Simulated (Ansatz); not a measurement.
Basis sets compared for CdMe(NH2) (CH₅CdN). Total charge 0; singlet. Geometry PBE-D4/def2-TZVP. Ansatz on 4 threads of Intel Xeon on a shared host; times are rough, and most runs start from earlier orbitals.

| atom | x (Å) | y (Å) | z (Å) |
| --- | --- | --- | --- |
| Cd1 | -0.2072 | 0.2276 | -0.1168 |
| C2 | 1.1661 | -1.0603 | 0.8288 |
| H3 | 1.2271 | -2.0105 | 0.2835 |
| H4 | 0.8464 | -1.2591 | 1.8602 |
| H5 | 2.1604 | -0.5952 | 0.8494 |
| N6 | -1.5094 | 1.5944 | -0.8887 |
| H7 | -2.4518 | 1.2069 | -0.9894 |
| H8 | -1.2316 | 1.8961 | -1.8270 |

In the def2 sets Cd takes a core potential; there is no spin–orbit coupling.

Binding counts from free atoms (Cd singlet, C triplet, H doublet, N quartet) in the same basis, without a counterpoise term.

```tsv
level	functions	energy (Eh)	HOMO (eV)	LUMO (eV)	binding per atom (eV)	wall time
PBE-D4/def2-SVP	84	-263.3818	-4.96	-0.81	3.14	1.4 s
PBE0-D4/def2-SVP	84	-263.3830	-6.28	-0.06	3.09	1.5 s
```

(1) Estimate the rows for PBE-D4/def2-TZVP, PBE0-D4/def2-TZVP.

Answers

(1) 
```csv
level,functions,energy (Eh),HOMO (eV),LUMO (eV),binding per atom (eV),wall time
PBE-D4/def2-TZVP,132,-263.5405,-5.23,-1.03,3.15,1.6 s
PBE0-D4/def2-TZVP,132,-263.5372,-6.51,-0.27,3.09,2 s
```
